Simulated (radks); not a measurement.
Values are calculated unless marked as measured or tabulated.
Question: Successive ionisation energies (eV) of one element, from differences of total energies of ions in their ground configurations, starting at charge 0: 5.576, 19.279, 28.266, 55.981, 73.725, 92.556, 112.37, 133.10, 154.68, 178.41, 201.71, 225.73, 250.46. Level of theory: Dirac Kohn-Sham, PBEsol, spin-unpolarised, spherical densities, point nucleus; open shells fill j = l - 1/2 first (a radial shooting solver on a logarithmic mesh with Libxc functionals). Which element is it?

Answer: Indium (Z = 49). The first species listed is In in [Kr] 4d10 5s2 5p1, the last In12+ in [Kr] 4d1.
